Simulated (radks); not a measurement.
Values are calculated unless marked as measured or tabulated.
Problem. The palladium ion Pd42+, [He] 2s2. Level of theory: non-relativistic Kohn-Sham, LDA (Slater exchange, Perdew-Wang correlation), spin-polarised, spherical densities, point nucleus (a radial shooting solver on a logarithmic mesh with Libxc functionals). Every spin shell is full or empty, so the densities are truly spherical. Functionals are evaluated on that one density, not self-consistently. Rank these exchange functionals by their error against the exact value of the orbitals, and give that value: LDA, PBE, PBEsol, OPTX, AM05, SOGGA, TPSS, revTPSS, MS2, Tao-Mo, TASK.

Solution. Exact: -37.0521 hartree. From best to worst, with 100 (|E| - |E exact|)/|E exact| (equal figures are ties): OPTX 0.00, revTPSS +0.35, MS2 +0.54, TPSS +0.58, Tao-Mo +0.73, PBE -0.89, TASK -3.50, PBEsol -5.09, SOGGA -5.23, AM05 -9.80, LDA -12.38.
